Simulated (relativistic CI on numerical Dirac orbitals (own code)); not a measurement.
**Energy levels of Ag⁶⁺**

These numbers are calculated, not measured: Dirac-Coulomb-Breit CI, separate exchange-only KLI orbitals for each configuration, model QED (radiative potential, 1s self-energy scaled to tabulated hydrogen-like ionisation energies), unscaled Slater integrals (own radial code, finite nucleus).

Configurations in the expansion (outside the closed core [Ar] 3d10): 4s2 4p6 4d5, 4s2 4p6 4d4 5s, 4s2 4p6 4d4 4f, 4s2 4p5 4d6, 4s2 4p6 4d4 5p, 4s2 4p6 4d4 6s, 4s 4p6 4d6, 4s2 4p6 4d4 6p, 4s2 4p6 4d4 5f, 4s2 4p6 4d3 5s 5p, 4s2 4p6 4d3 5s2, 4s2 4p6 4d2 4f 5s2, 4s2 4p6 4d2 5s2 5p, 4s2 4p6 4d2 5s2 6s, 4p6 4d7, 4p5 4d8. Double excitations out of closed p, d and f shells are left out; levels of such configurations are missing from the list, as are those of other unlisted configurations, and high levels can miss mixing partners.

The lowest level is 4s2 4p6 4d5 6S_5/2, with 98 % of that term; Hund's rules for 4s2 4p6 4d5 give 6S with J = 5/2, in agreement.

```
No.   Configuration  Term     J  E (cm⁻¹)    %  Lifetime (s)     jj configuration (%)
  1     4s2 4p6 4d5    6S   5/2       0.0   98                   4d3/2^2 4d5/2^3 (41)
  2     4s2 4p6 4d5    4G   5/2   34143.6   87      7.92e-01     4d3/2^2 4d5/2^3 (31)
  3     4s2 4p6 4d5    4G   7/2   34946.4   95      4.14e+01     4d3/2^3 4d5/2^2 (48)
  4     4s2 4p6 4d5    4G  11/2   35178.5   97                   4d3/2^2 4d5/2^3 (47)
  5     4s2 4p6 4d5    4G   9/2   35386.3   98      2.46e+02     4d3/2^2 4d5/2^3 (63)
  6     4s2 4p6 4d5    4P   5/2   37134.1   54      3.78e-02               4d5/2 (34)
  7     4s2 4p6 4d5    4P   3/2   38160.7   62      5.25e-02     4d3/2^3 4d5/2^2 (68)
  8     4s2 4p6 4d5    4P   1/2   39581.2   77      6.76e+00     4d3/2^2 4d5/2^3 (54)
  9     4s2 4p6 4d5    4D   7/2   42281.5   94      4.76e-01     4d3/2^2 4d5/2^3 (63)
 10     4s2 4p6 4d5    4D   1/2   44057.5   78      3.06e-01     4d3/2^2 4d5/2^3 (79)
 11     4s2 4p6 4d5    4D   5/2   44758.0   62      6.53e-02     4d3/2^3 4d5/2^2 (34)
 12     4s2 4p6 4d5    4D   3/2   45027.9   62      7.80e-02       4d3/2 4d5/2^4 (45)
 13     4s2 4p6 4d5    2I  11/2   50332.1   90      4.69e-01     4d3/2^2 4d5/2^3 (52)
 14     4s2 4p6 4d5    2I  13/2   51689.5  100      8.13e+00    4d3/2^2 4d5/2^3 (100)
 15     4s2 4p6 4d5    2D   5/2   53538.0   46      2.71e-02       4d3/2 4d5/2^4 (32)
 16     4s2 4p6 4d5    2D   3/2   55131.6   65      6.98e-02     4d3/2^2 4d5/2^3 (63)
 17     4s2 4p6 4d5    2F   7/2   56304.6   50      1.76e-01     4d3/2^3 4d5/2^2 (61)
 18     4s2 4p6 4d5    4F   9/2   57109.7   61      1.48e-01     4d3/2^3 4d5/2^2 (58)
 19     4s2 4p6 4d5    4F   5/2   58687.4   80      1.23e-01     4d3/2^2 4d5/2^3 (73)
 20     4s2 4p6 4d5    2F   7/2   60411.6   46      3.61e-02       4d3/2 4d5/2^4 (71)
 21     4s2 4p6 4d5    4F   3/2   61100.3   65      6.96e-02       4d3/2 4d5/2^4 (55)
 22     4s2 4p6 4d5    2H   9/2   61517.4   57      5.96e-02     4d3/2^2 4d5/2^3 (89)
 23     4s2 4p6 4d5    2G   7/2   63776.4   85      2.68e-01     4d3/2^2 4d5/2^3 (81)
 24     4s2 4p6 4d5    2F   5/2   64997.2   56      2.95e-02             4d5/2^5 (41)
 25     4s2 4p6 4d5    2H  11/2   65113.7   89      3.28e-02       4d3/2 4d5/2^4 (79)
 26     4s2 4p6 4d5    2G   9/2   66999.2   53      1.01e-01       4d3/2 4d5/2^4 (70)
 27     4s2 4p6 4d5    2F   5/2   67767.0   79      7.23e-02     4d3/2^2 4d5/2^3 (53)
 28     4s2 4p6 4d5    2F   7/2   68682.6   85      1.15e-01       4d3/2 4d5/2^4 (48)
 29     4s2 4p6 4d5    2S   1/2   73567.4   97      4.07e-02     4d3/2^3 4d5/2^2 (39)
 30     4s2 4p6 4d5    2D   3/2   82532.4   99      2.82e-02     4d3/2^3 4d5/2^2 (35)
 31     4s2 4p6 4d5    2D   5/2   83729.6   94      2.20e-02       4d3/2 4d5/2^4 (41)
 32     4s2 4p6 4d5    2G   9/2   91734.4  100      3.07e-02     4d3/2^2 4d5/2^3 (81)
 33     4s2 4p6 4d5    2G   7/2   92128.3   98      2.45e-02     4d3/2^2 4d5/2^3 (46)
 34     4s2 4p6 4d5    2P   3/2  109684.6   94      1.37e-02     4d3/2^2 4d5/2^3 (75)
 35     4s2 4p6 4d5    2P   1/2  110666.7   98      1.15e-02     4d3/2^2 4d5/2^3 (45)
 36     4s2 4p6 4d5    2D   5/2  120706.4  100      9.57e-03     4d3/2^2 4d5/2^3 (82)
 37     4s2 4p6 4d5    2D   3/2  121454.4   94      9.53e-03       4d3/2 4d5/2^4 (59)
 38  4s2 4p6 4d4 5s    6D   1/2  244113.3   96      2.10e-05  4d3/2^2 4d5/2^2 5s (40)
 39  4s2 4p6 4d4 5s    6D   3/2  245223.0   97      2.08e-05    4d3/2^3 4d5/2 5s (53)
 40  4s2 4p6 4d4 5s    6D   5/2  246788.8   98      2.05e-05  4d3/2^2 4d5/2^2 5s (64)
 41  4s2 4p6 4d4 5s    6D   7/2  248621.8   98      2.00e-05  4d3/2^2 4d5/2^2 5s (49)
 42  4s2 4p6 4d4 5s    6D   9/2  250619.9   97      1.94e-05    4d3/2 4d5/2^3 5s (40)
 43  4s2 4p6 4d4 5s    4D   1/2  261557.2   93      6.10e-06    4d3/2^3 4d5/2 5s (40)
 44  4s2 4p6 4d4 5s    4D   3/2  263285.3   96      6.10e-06  4d3/2^2 4d5/2^2 5s (49)
 45  4s2 4p6 4d4 5s    4D   5/2  265437.3   96      6.04e-06  4d3/2^2 4d5/2^2 5s (55)
 46  4s2 4p6 4d4 5s    4D   7/2  267695.2   94      6.00e-06  4d3/2^2 4d5/2^2 5s (39)
 47  4s2 4p6 4d4 5s    4P   1/2  272944.1   87      1.20e-05          4d3/2^4 5s (40)
 48  4s2 4p6 4d4 5s    4H   7/2  273309.3   84      1.32e-05    4d3/2^3 4d5/2 5s (48)
 49  4s2 4p6 4d4 5s    4H   9/2  274047.8   77      1.30e-05  4d3/2^2 4d5/2^2 5s (48)
 50  4s2 4p6 4d4 5s    4H  11/2  275687.9   89      1.31e-05  4d3/2^2 4d5/2^2 5s (85)
 51  4s2 4p6 4d4 5s    4H  13/2  277166.8   96      1.28e-05  4d3/2^2 4d5/2^2 5s (61)
 52  4s2 4p6 4d4 5s    4P   3/2  277261.8   92      1.19e-05  4d3/2^2 4d5/2^2 5s (42)
 53  4s2 4p6 4d4 5s    4F   5/2  277710.1   55      1.22e-05  4d3/2^2 4d5/2^2 5s (57)
 54  4s2 4p6 4d4 5s    4F   7/2  278396.8   55      1.18e-05  4d3/2^2 4d5/2^2 5s (51)
 55  4s2 4p6 4d4 5s    4F   3/2  278498.7   96      1.19e-05  4d3/2^2 4d5/2^2 5s (57)
 56  4s2 4p6 4d4 5s    4F   9/2  279151.7   60      1.15e-05    4d3/2 4d5/2^3 5s (35)
 57  4s2 4p6 4d4 5s    4G   5/2  281499.8   52      1.14e-05  4d3/2^2 4d5/2^2 5s (43)
 58  4s2 4p6 4d4 5s    4P   5/2  282693.5   89      1.17e-05  4d3/2^2 4d5/2^2 5s (45)
 59  4s2 4p6 4d4 5s    4G   7/2  283430.8   57      1.18e-05  4d3/2^2 4d5/2^2 5s (49)
 60  4s2 4p6 4d4 5s    4G   9/2  283974.6   69      1.11e-05  4d3/2^2 4d5/2^2 5s (67)
 61  4s2 4p6 4d4 5s    4G  11/2  284131.7   69      1.03e-05    4d3/2 4d5/2^3 5s (53)
 62  4s2 4p6 4d4 5s    2H   9/2  284943.6   79      6.77e-06  4d3/2^2 4d5/2^2 5s (72)
 63  4s2 4p6 4d4 5s    2P   1/2  285274.2   79      6.65e-06  4d3/2^2 4d5/2^2 5s (55)
 64  4s2 4p6 4d4 5s    2H  11/2  287482.8   61      7.53e-06    4d3/2 4d5/2^3 5s (51)
 65  4s2 4p6 4d4 5s    2F   7/2  288410.2   50      6.64e-06    4d3/2^3 4d5/2 5s (42)
 66  4s2 4p6 4d4 5s    2F   5/2  289586.1   54      7.67e-06  4d3/2^2 4d5/2^2 5s (32)
 67  4s2 4p6 4d4 5s    4D   7/2  290018.7   89      9.44e-06  4d3/2^2 4d5/2^2 5s (43)
 68  4s2 4p6 4d4 5s    4D   3/2  290181.6   70      8.58e-06  4d3/2^2 4d5/2^2 5s (49)
 69  4s2 4p6 4d4 5s    4D   5/2  291281.5   56      8.29e-06    4d3/2 4d5/2^3 5s (47)
 70  4s2 4p6 4d4 5s    2G   7/2  292208.6   85      7.23e-06  4d3/2^2 4d5/2^2 5s (66)
```

Energies count from the lowest computed level; lifetimes are radiative, by E1, M1, E2 decay to levels of this space only; some are left blank where a channel outside the calculation adds to the decay or the decay crosses a small, uncertain gap. Filled j subshells are mostly left out of the jj labels.

The mean weight of the leading LS term, summed over parents, in these 70 levels is 79 %, and that of the leading jj configuration (from the same eigenvectors) 54 %, so LS coupling describes them better.

At this charge configurations can still be misplaced by up to about 7 % of their energy. Terms inside the open d or f shell come out 10 to 20 % too wide with unscaled integrals. 29 of the 69 excited levels that our extract of the measured tables holds in this range could be paired (the sources list more); they are missed by 5210 cm⁻¹ on average and 12423 at most, and levels without a partner can miss by more. Some levels of the ground configuration have no partner and can miss by 10 % or more.

LS names give the leading component of a level, which can be under half, so a name can repeat, a term be missing and a line seem to break the LS rules.
